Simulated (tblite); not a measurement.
C5H13NOSi.
SMILES with atom numbers: `[CH3:1][CH2:2][CH2:3][NH:4][SiH2:5][C:6]([CH3:7])=[O:8]` (hydrogens: H9, H10, H11 on C1; H12, H13 on C2; H14, H15 on C3; H16 on N4; H17, H18 on Si5; H19, H20, H21 on C7)

Cartesian coordinates in Å at the GFN2-xTB level; atoms count from 1:
```
atom  x, y, z in Å
C1    -3.641   -0.149   -0.374
C2    -2.198   -0.549   -0.096
C3    -1.414    0.582    0.574
N4    -0.034    0.244    0.817
Si5    1.241    0.478   -0.289
C6     2.717   -0.391    0.572
C7     4.081   -0.135   -0.007
O8     2.550   -1.118    1.526
H9    -3.676    0.711   -1.039
H10   -4.150    0.112    0.552
H11   -4.181   -0.968   -0.843
H12   -1.698   -0.814   -1.030
H13   -2.178   -1.428    0.553
H14   -1.430    1.465   -0.069
H15   -1.895    0.843    1.524
H16    0.071   -0.496    1.499
H17    1.501    1.914   -0.441
H18    1.108   -0.108   -1.635
H19    4.852   -0.696    0.518
H20    4.291    0.930    0.055
H21    4.074   -0.409   -1.060
```

Computed values, GFN2-xTB/tblite, gas phase, harmonic and unscaled. Errors from tens to a few hundred cm⁻¹ against measured bands are possible. Modes of hydrogen on silicon can be 10 to 20 % off. One conformer, not necessarily the lowest.

Harmonic wavenumbers (cm⁻¹): 38.0, 40.8, 62.9, 76.8, 109.7, 115.6, 224.7, 247.3, 270.5, 286.8, 358.7, 419.2, 462.0, 478.6, 548.2, 586.7, 628.2, 737.8, 786.7, 818.0, 854.1, 915.1, 934.8, 949.9, 970.6, 1090.9, 1100.0, 1117.5, 1144.5, 1171.3, 1229.3, 1273.4, 1295.7, 1353.5, 1360.2, 1376.6, 1414.3, 1456.3, 1458.9, 1485.3, 1495.3, 1502.1, 1505.0, 1734.6, 2147.5, 2229.1, 2916.7, 2967.7, 2977.5, 2985.6, 3023.8, 3026.7, 3032.4, 3034.2, 3035.1, 3041.2, 3417.6.

A = 4828, B = 627.7, C = 596.0 MHz; mass 131.077 u (most abundant isotopes); point group C1, symmetry number 1.

**Question.** Zero-point energy?

**Answer.** Half the sum of the wavenumbers: 37661 cm⁻¹ = 107.68 kcal/mol.

**Question.** Give the ideal-gas entropy at 200 K and 1 bar in the rigid-rotor, harmonic-oscillator model (classical rotation).

**Answer.** Translation 38.57, rotation 28.38, vibration 27.18: S = 94.1 cal/(mol K).

**Question.** And Cp and H(200 K) − H(0)?

**Answer.** Cp = 32.59 cal/(mol K), of which vibrations give 24.64 (their classical limit is 57 R = 113.3); H(200 K) − H(0) = 4.32 kcal/mol without the zero-point energy, 2.73 from vibrations.

**Question.** Which modes carry the vibrational entropy at 200 K?

**Answer.** 38.0 cm⁻¹: 4.57; 40.8 cm⁻¹: 4.43; 62.9 cm⁻¹: 3.58; 76.8 cm⁻¹: 3.19; 109.7 cm⁻¹: 2.51; 115.6 cm⁻¹: 2.41 cal/(mol K); the other 51 give 6.49 together.

**Question.** What must be added to the electronic energy to get the Gibbs energy at 200 K and 1 bar?

**Answer.** ZPE + [H(200 K) − H(0)] − T·S = 107.68 + 4.32 − 18.83 = 93.17 kcal/mol.

**Question.** Blend soft modes into free rotors: weight 1/[1 + (100 cm⁻¹/ν̃)⁴] for the oscillator and the rest for a rotor with moment μB/(μ + B), μ = h/(8π²ν), B = 10⁻⁴⁴ kg m². What vibrational entropy results?

**Answer.** 24.05 cal/(mol K) in place of 27.18, which changes −T·S at 200 K by +0.63 kcal/mol.

**Question.** How do the functions run with temperature in this model?

**Answer.** 
```tsv
T (K)	S (cal/(mol K))	Cp (cal/(mol K))	H − H(0) (kcal/mol)	G − H(0) (kcal/mol)	ln q(vib)
50	62.2	16.5	0.60	-2.51	1.16
100	75.5	22.3	1.57	-5.98	3.16
298.15	109.0	42.7	8.01	-24.49	10.05
373.15	119.4	50.4	11.51	-33.06	12.40
500	135.8	61.9	18.65	-49.26	16.23
750	164.4	78.8	36.38	-86.88	23.32
1000	188.7	90.1	57.58	-131.09	29.84
```

q(vib) and H(0) count from the zero-point level.

Hindered rotation and anharmonicity are outside this model. Other conformers, if any are populated, would add a mixing term that is left out. The structure is chiral; the term R ln 2 for an equal mix with its mirror image is left out.
